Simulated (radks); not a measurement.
Values are calculated unless marked as measured or tabulated.
Isoelectronic series with 17 electrons, each ion in its NIST ground configuration. Level of theory: scalar-relativistic Kohn-Sham, BLYP, spin-polarised, spherical densities, finite nucleus; open shells are filled with parallel spins first (spin-orbit coupling, left out, can overturn this in heavy ions); Fermi nuclear charge, rms radius of each element as measured or else 0.836 A^(1/3) + 0.57 fm (a radial shooting solver on a logarithmic mesh with Libxc functionals). Total energies (hartree) and orbital eigenvalues (eV):

ion    configuration  E (hartree)    3p down      3p up    3s down
Cl      [Ne] 3s2 3p5   -461.63667    -8.0032    -8.8418   -20.0250
K2+     [Ne] 3s2 3p5   -600.99220   -38.4142   -39.6199   -55.4294
Sc4+    [Ne] 3s2 3p5   -759.97442   -82.4083   -83.9556  -104.5718
V6+     [Ne] 3s2 3p5   -938.61893  -139.2477  -141.1229  -166.7045
Mn8+    [Ne] 3s2 3p5  -1137.00465  -208.6719  -210.8664  -241.5937
Co10+   [Ne] 3s2 3p5  -1355.23517  -290.5701  -293.0784  -329.1657
Cu12+   [Ne] 3s2 3p5  -1593.43219  -384.8981  -387.7164  -429.4196
Ga14+   [Ne] 3s2 3p5  -1851.73334  -491.6470  -494.7725  -542.3956
As16+   [Ne] 3s2 3p5  -2130.29138  -610.8293  -614.2602  -668.1607
Br18+   [Ne] 3s2 3p5  -2429.27390  -742.4722  -746.2071  -806.8024
Rb20+   [Ne] 3s2 3p5  -2748.86319  -886.6138  -890.6517  -958.4254
